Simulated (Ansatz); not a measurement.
Computed with Ansatz on PBE0-D4/def2-TZVP structures; ΔE is electronic, products minus reactants. CCSD(T)/CBS adds triple-zeta CCSD(T) − MP2 to the extrapolated MP2 energy (def2 sets, frozen cores). This one scheme is used for every species. Functionals use def2-TZVPP. B3LYP here is the variant with VWN-RPA as its local correlation; programs differ in this. HSE06 is defined as in plane-wave codes. For Zn outer-core shells are correlated without core-valence functions, which leaves a few kJ/mol of doubt a bond. Scalar relativity is left out up to krypton.

Consider the ligand exchange at a Zn–F bond: `[F][ZnH]` + NH₃ → `[NH2][ZnH]` + H–F.

**Question.** Is it downhill or uphill in electronic energy at CCSD(T)/CBS, and by how much? (An estimate is asked.)

**Answer.** Computed: Uphill: ΔE = +67.6 kJ/mol.

**Question.** What do these levels give: B97M-V, PBE0-D4, HSE06-D4, ωB97X-V, PBE-QIDH, PBE, PBE0, B3LYP, r2SCANh, HSE06, LC-ωPBE, SCS-MP2/def2-TZVPP? (An estimate is asked.)

**Answer.** The calculation gave: B97M-V 80.8, PBE0-D4 67.4, HSE06-D4 67.3, ωB97X-V 73.9, PBE-QIDH 65.9, PBE 70.3, PBE0 68.9, B3LYP 76.5, r2SCANh 72.5, HSE06 68.7, LC-ωPBE 71.5, SCS-MP2/def2-TZVPP 66.3 kJ/mol.

Largest T1 diagnostic among the species: 0.018.

Leaving LDA and LC-ωPBE aside and taking each functional with its dispersion term where it has one, the values spread over 14.9 kJ/mol, from PBE-QIDH to B97M-V. LDA lies −12.4 kJ/mol from PBE without D4. In def2-TZVPP, CCSD(T) changes the Hartree–Fock value by −20.8 kJ/mol (the triples alone add −2.6 kJ/mol) and MP2 by −26.4 kJ/mol. At CCSD(T), def2-SVP lies +15.6 kJ/mol from the extrapolated value and def2-TZVPP −2.1 kJ/mol.
